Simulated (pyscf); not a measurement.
`[CH2-][CH2][OH]` -> `[CH3][CH2][O-]`, a hydrogen shift (singlet surface; H–O broken, C–H formed). Optimised with ωB97X-D3(BJ)/def2-SVPD in PySCF. Correlated levels are frozen-core, on RHF or UHF. ΔMP2 is the change of the MP2 total energy from the triple- to the quadruple-zeta basis. Energies in kJ/mol from the reactant's lowest minimum found.

Small-basis levels: PySCF, no dispersion term, spherical d functions. 

### Question
In single points HF/6-31G* puts the saddle at 70.6 kJ/mol and the reaction energy at -139.5 kJ/mol. Should these be trusted to within a few kcal/mol? Compare with CCSD(T)/def2-TZVPPD + ΔMP2(QZVPPD).

### Answer
CCSD(T)/def2-TZVPPD + ΔMP2(QZVPPD) gives ΔE‡ = 63.7 kJ/mol and ΔE = -90.8 kJ/mol. HF/6-31G* lies 6.9 kJ/mol over it in the barrier and 48.7 kJ/mol under it in the reaction energy, so on this step it does not hold to within 12.6 kJ/mol. CCSD(T)/def2-TZVPPD + ΔMP2(QZVPPD) has limits of its own. On the product side the descent ends in a point that may be a rotor saddle (no frequency run), 15.0 kJ/mol over the lowest minimum found and 146.4 kJ/mol under the saddle at ωB97X-D3(BJ)/def2-TZVPD. One saddle was located; it need not be the lowest between these sides. The CCSD(T) − MP2 part came from Ansatz, without density fitting, on the same reference.
